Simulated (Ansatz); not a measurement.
A geometry relaxed with PBE-D3(BJ)/def2-SVP (Ansatz, a first-principles code), charge 0, multiplicity 1:

```xyz
17

Sn    -2.8936     0.1134    -0.0215
C      1.2291     1.1438     0.7985
C      2.3802     0.5118     0.4185
H      1.2662     2.0606     1.4071
C     -0.0823     0.6344     0.4172
H      3.2864    -1.1781    -0.6703
H     -3.9289    -0.6260     1.1464
H      1.1219    -2.1541    -1.3894
C      1.1475    -1.2368    -0.7810
C     -1.3382    -1.1450    -0.8033
H     -3.8515     0.9304    -1.2036
H     -1.3984    -2.0597    -1.4111
H     -1.2537     2.1638     1.3911
C      2.3388    -0.6968    -0.3833
C     -1.2563     1.2469     0.7836
C     -0.1254    -0.6261    -0.4190
H      3.3582     0.9176     0.7201
```

**Question.** Write the SMILES of this molecule.

**Answer.** `[CH]1=c2ccccc2=[CH][SnH2]1`
